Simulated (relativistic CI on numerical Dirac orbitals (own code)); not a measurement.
Transition arrays of Nd20+

These numbers are calculated, not measured: Dirac-Coulomb-Breit CI, separate exchange-only KLI orbitals for each configuration, QED by a radiative potential, valence Slater integrals scaled by 0.9, whole transition arrays (own radial code, finite nucleus).

Configurations in the expansion (outside the closed core [Ar] 3d10 4s2): 4p6 4d4, 4p6 4d3 4f, 4p5 4d5, 4p6 4d3 5p, 4p6 4d3 5f. Levels of other configurations are missing.

All E1 lines from the levels of 4p6 4d4; mean and standard deviation are weighted by gf, and upper levels are sorted by their leading configuration.

| Upper configuration | Lines | Σgf | Mean (eV) | Mean (nm) | σ (eV) | Strongest line (nm) |
| --- | --- | --- | --- | --- | --- | --- |
| 4p6 4d3 4f | 2794 | 724.7 | 152.42 | 8.134 | 5.94 | 8.038 |
| 4p5 4d5 | 3276 | 609.8 | 153.18 | 8.094 | 9.68 | 7.997 |
| 4p6 4d3 5p | 1718 | 87.3 | 219.22 | 5.656 | 3.70 | 5.619 |
| 4p6 4d3 5f | 2825 | 121.6 | 319.96 | 3.875 | 3.52 | 3.884 |

Σgf per state of the lower configuration in bins of 0.2 nm over the central range (centre: value): 3.9: 0.56, 5.5: 0.08, 5.7: 0.30, 7.5: 0.07, 7.7: 0.24, 7.9: 1.98, 8.1: 3.21, 8.3: 0.40, 8.5: 0.08, 8.7: 0.04, 9.5: 0.04.

**Question.** How do configuration mixing and the scaling of the Slater integrals move the arrays?

**Answer.** Slater scale 0.9, no configuration mixing: 4p6 4d3 4f 143.2 ± 6.2 eV (Σgf 606.6), 4p5 4d5 138.8 ± 13.3 eV (Σgf 608.1), 4p6 4d3 5p 219.4 ± 3.7 eV (Σgf 100.8), 4p6 4d3 5f 319.9 ± 3.5 eV (Σgf 132.3); Slater scale 1: 4p6 4d3 4f 155.1 ± 5.9 eV (Σgf 750.3), 4p5 4d5 156.1 ± 9.8 eV (Σgf 610.1), 4p6 4d3 5p 219.2 ± 3.9 eV (Σgf 85.3), 4p6 4d3 5f 320.0 ± 3.7 eV (Σgf 121.1); Slater scale 0.8: 4p6 4d3 4f 149.7 ± 6.0 eV (Σgf 724.6), 4p5 4d5 150.4 ± 9.7 eV (Σgf 584.3), 4p6 4d3 5p 219.2 ± 3.5 eV (Σgf 89.1), 4p6 4d3 5f 319.9 ± 3.3 eV (Σgf 122.1). With mixing, levels are counted to their leading configuration, so an array can shrink or vanish into another, and the sums then hold other lines.
